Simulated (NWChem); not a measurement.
The numbers come from NWChem runs, not from measurements. System: BeO, charge 0, spin multiplicity 1, at a geometry optimised with PBE/def2-SVP. The structure started from a generated list of species. Level: CCSD(T)/cc-pVTZ, 2 core orbitals frozen.

Part of the output:

```
             Northwest Computational Chemistry Package (NWChem) 7.3.0
             --------------------------------------------------------

                                NWChem Input Module
                                -------------------

 Scaling coordinates for geometry "geometry" by  1.889725989
 (inverse scale =  0.529177249)

 Turning off AUTOSYM since
 SYMMETRY directive was detected!

                             Geometry "geometry" -> ""
                             -------------------------

 Output coordinates in angstroms (scale by  1.889725989 to convert to a.u.)

  No.       Tag          Charge          X              Y              Z
 ---- ---------------- ---------- -------------- -------------- --------------
    1 Be                   4.0000     0.00000000     0.00000000     0.90625300
    2 O                    8.0000     0.00000000     0.00000000    -0.45312600

 Effective nuclear repulsion energy (a.u.)      12.4569174366

            Nuclear Dipole moment (a.u.)
            ----------------------------
        X                 Y               Z
 ---------------- ---------------- ----------------
     0.0000000000     0.0000000000     0.0000075589

      Symmetry information
      --------------------

 Group name             C2v
 Group number             16
 Group order               4
 No. of unique centers     2

      Symmetry unique atoms

     1    2


 Summary of "ao basis" -> "" (spherical)
 ------------------------------------------------------------------------------
       Tag                 Description            Shells   Functions and Types
 ---------------- ------------------------------  ------  ---------------------
 *                          cc-pvtz                   on all atoms

 Summary of "ao basis" -> "ao basis" (spherical)
 ------------------------------------------------------------------------------
       Tag                 Description            Shells   Functions and Types
 ---------------- ------------------------------  ------  ---------------------
 Be                         cc-pvtz                 10       30   4s3p2d1f
 O                          cc-pvtz                 10       30   4s3p2d1f

                                 NWChem SCF Module
                                 -----------------

  ao basis        = "ao basis"
  functions       =    60
  atoms           =     2
  closed shells   =     6
  open shells     =     0
  charge          =   0.00
  wavefunction    = RHF
  use symmetry    = T
  symmetry adapt  = T

 Summary of "ao basis" -> "ao basis" (spherical)
 ------------------------------------------------------------------------------
       Tag                 Description            Shells   Functions and Types
 ---------------- ------------------------------  ------  ---------------------
 Be                         cc-pvtz                 10       30   4s3p2d1f
 O                          cc-pvtz                 10       30   4s3p2d1f

      Symmetry analysis of basis
      --------------------------

        a1         26
        a2          6
        b1         14
        b2         14

 Forming initial guess at       0.1s

      Superposition of Atomic Density Guess
      -------------------------------------

 Sum of atomic energies:         -89.35354296

      Non-variational initial energy
      ------------------------------

 Total energy =     -89.351432
 1-e energy   =    -146.438408
 2-e energy   =      44.630058
 HOMO         =      -0.489339
 LUMO         =      -0.185137

      Symmetry analysis of molecular orbitals - initial
      -------------------------------------------------

 !! scf_movecs_sym_adapt:   40 vectors were symmetry contaminated

  Symmetry fudging

 !! scf_movecs_sym_adapt:   38 vectors were symmetry contaminated

  Numbering of irreducible representations:

     1 a1          2 a2          3 b1          4 b2

  Orbital symmetries:

     1 a1          2 a1          3 a1          4 a1          5 b1
     6 b2          7 a1          8 b1          9 b2         10 a1
    11 a1         12 b1         13 b2         14 a1         15 a1
    16 a2

 Starting SCF solution at       0.5s

 ----------------------------------------------
[...]
-------------------------------------------------------------------------

 -----------
 CCSD Energy
 -----------
 Reference energy:             -89.439831729245412
 CCSD corr. energy:             -0.291680123711767
 Total CCSD energy:            -89.731511852957183

 --------------------------------
 Spin Component Scaled (SCS) CCSD
 --------------------------------
 Same spin contribution:                 -0.063974046040044
 Same spin scaling factor:                1.130000000000000
 Opposite spin contribution:             -0.227706077671723
 Opposite spin scaling fact.:             1.270000000000000
 SCS-CCSD correlation energy:            -0.361477390668338
 Total SCS-CCSD energy:                 -89.801309119913753
 memory            104850932

*********triples calculation*********

nkpass=    1; nvpass=    1; memdrv=          74466; memtrn=        2278409; memavail=      104850700
 memory available/node                      104850700
 total number of virtual orbitals        54
 number of virtuals per integral pass    54
 number of integral evaluations           1
 number of occupied per triples pass      4
 number of triples passes                 1

 commencing integral evaluation        1 at          33.53
  symmetry use  T
task         2 out of       210 done   0%  at       0.0 secs
task        11 out of       210 done   5%  at       0.2 secs
task        21 out of       210 done  10%  at       0.3 secs
task        32 out of       210 done  15%  at       0.5 secs
task        42 out of       210 done  20%  at       0.6 secs
task        53 out of       210 done  25%  at       0.7 secs
task        63 out of       210 done  30%  at       0.8 secs
task        74 out of       210 done  35%  at       0.9 secs
task        84 out of       210 done  40%  at       0.9 secs
task        95 out of       210 done  45%  at       1.0 secs
task       105 out of       210 done  50%  at       1.0 secs
task       116 out of       210 done  55%  at       1.1 secs
task       126 out of       210 done  60%  at       1.2 secs
task       137 out of       210 done  65%  at       1.2 secs
task       147 out of       210 done  70%  at       1.2 secs
task       158 out of       210 done  75%  at       1.3 secs
task       168 out of       210 done  80%  at       1.3 secs
task       179 out of       210 done  85%  at       1.3 secs
task       189 out of       210 done  90%  at       1.3 secs
task       200 out of       210 done  95%  at       1.3 secs
task       210 out of       210 done 100%  at       1.4 secs
 commencing triples evaluation - blocking       1
 ccsd(t): done        1 out of       54 progress:    1.9%
 ccsd(t): done        2 out of       54 progress:    3.7%
 ccsd(t): done        3 out of       54 progress:    5.6%
 ccsd(t): done        4 out of       54 progress:    7.4%
 ccsd(t): done        5 out of       54 progress:    9.3%
 ccsd(t): done        6 out of       54 progress:   11.1%
 ccsd(t): done        7 out of       54 progress:   13.0%
 ccsd(t): done        8 out of       54 progress:   14.8%
 ccsd(t): done        9 out of       54 progress:   16.7%
 ccsd(t): done       10 out of       54 progress:   18.5%
 ccsd(t): done       11 out of       54 progress:   20.4%
 ccsd(t): done       12 out of       54 progress:   22.2%
 ccsd(t): done       13 out of       54 progress:   24.1%
 ccsd(t): done       14 out of       54 progress:   25.9%
 ccsd(t): done       15 out of       54 progress:   27.8%
 ccsd(t): done       16 out of       54 progress:   29.6%
 ccsd(t): done       17 out of       54 progress:   31.5%
 ccsd(t): done       18 out of       54 progress:   33.3%
 ccsd(t): done       19 out of       54 progress:   35.2%
 ccsd(t): done       20 out of       54 progress:   37.0%
 ccsd(t): done       21 out of       54 progress:   38.9%
 ccsd(t): done       22 out of       54 progress:   40.7%
 ccsd(t): done       23 out of       54 progress:   42.6%
 ccsd(t): done       24 out of       54 progress:   44.4%
 ccsd(t): done       25 out of       54 progress:   46.3%
 ccsd(t): done       26 out of       54 progress:   48.1%
 ccsd(t): done       27 out of       54 progress:   50.0%
 ccsd(t): done       28 out of       54 progress:   51.9%
 ccsd(t): done       29 out of       54 progress:   53.7%
 ccsd(t): done       30 out of       54 progress:   55.6%
 ccsd(t): done       31 out of       54 progress:   57.4%
 ccsd(t): done       32 out of       54 progress:   59.3%
 ccsd(t): done       33 out of       54 progress:   61.1%
 ccsd(t): done       34 out of       54 progress:   63.0%
 ccsd(t): done       35 out of       54 progress:   64.8%
 ccsd(t): done       36 out of       54 progress:   66.7%
 ccsd(t): done       37 out of       54 progress:   68.5%
 ccsd(t): done       38 out of       54 progress:   70.4%
 ccsd(t): done       39 out of       54 progress:   72.2%
 ccsd(t): done       40 out of       54 progress:   74.1%
 ccsd(t): done       41 out of       54 progress:   75.9%
 ccsd(t): done       42 out of       54 progress:   77.8%
 ccsd(t): done       43 out of       54 progress:   79.6%
 ccsd(t): done       44 out of       54 progress:   81.5%
 ccsd(t): done       45 out of       54 progress:   83.3%
 ccsd(t): done       46 out of       54 progress:   85.2%
 ccsd(t): done       47 out of       54 progress:   87.0%
 ccsd(t): done       48 out of       54 progress:   88.9%
 ccsd(t): done       49 out of       54 progress:   90.7%
 ccsd(t): done       50 out of       54 progress:   92.6%
 ccsd(t): done       51 out of       54 progress:   94.4%
 ccsd(t): done       52 out of       54 progress:   96.3%
 ccsd(t): done       53 out of       54 progress:   98.1%
 ccsd(t): done       54 out of       54 progress:  100.0%
 Time for integral evaluation pass     1        1.37
 Time for triples evaluation pass      1        0.18

 pseudo-e(mp4)  -0.20504537395676E-01
 pseudo-e(mp5)   0.40436741112037E-02
        e(t)    -0.16460863284472E-01

 --------------
 CCSD(T) Energy
 --------------
 Reference energy:                     -89.439831729245412

 CCSD corr. energy:                     -0.291680123711767
 T(CCSD) corr. energy:                  -0.020504537395676
 Total CCSD+T(CCSD) energy:            -89.752016390352850

 CCSD corr. energy:                     -0.291680123711767
 (T) corr. energy:                      -0.016460863284472
 Total CCSD(T) energy:                 -89.747972716241648

 routine      calls  cpu(0)   cpu-min  cpu-ave  cpu-max   i/o
 aoccsd          1     0.00     0.00     0.00     0.00    0.00
 iterdrv         1     0.02     0.02     0.02     0.02    0.00
 pampt          17     0.04     0.04     0.04     0.04    0.00
 t2pm           17     0.07     0.07     0.07     0.07    0.00
 sxy            17     0.22     0.22     0.22     0.22    0.00
 ints       749700    29.20    29.20    29.20    29.20    0.00
 t2eri        3570     2.18     2.18     2.18     2.18    0.00
 idx2         3570     0.28     0.28     0.28     0.28    0.00
 idx34          17     0.01     0.01     0.01     0.01    0.00
 ht2pm          17     0.09     0.09     0.09     0.09    0.00
 itm            17     0.25     0.25     0.25     0.25    0.00
 pdiis          17     0.02     0.02     0.02     0.02    0.00
 triples         1     0.00     0.00     0.00     0.00    0.00
 rdtrpo          1     0.00     0.00     0.00     0.00    0.00
 trpmos          1     1.37     1.37     1.37     1.37    0.00
 trpdrv          1     0.03     0.03     0.03     0.03    0.00
 dovvv        4320     0.08     0.08     0.08     0.08    0.00
 doooo        4320     0.01     0.01     0.01     0.01    0.00
 tengy        3456     0.05     0.05     0.05     0.05    0.00
 Total                33.93    33.93    33.93    33.93    0.00

 Task  times  cpu:       35.8s     wall:       35.8s

 Total times  cpu:       35.8s     wall:       35.8s
```

**Question.** Write an NWChem input that would produce this output.

**Answer.** This is not unique; one that fits is 
```
start mol
memory heap 100 mb stack 700 mb global 1900 mb
geometry units angstroms nocenter noautoz
  Be     0.000000     0.000000     0.906253
  O      0.000000     0.000000    -0.453126
  symmetry group C2v
end
basis spherical
  * library cc-pvtz
end
scf
  rhf
  nopen 0
  maxiter 100
  thresh 1e-7
  semidirect memsize 60000000 filesize 0
end
ccsd
  freeze core 2
  maxiter 60
end
task ccsd(t) energy
```
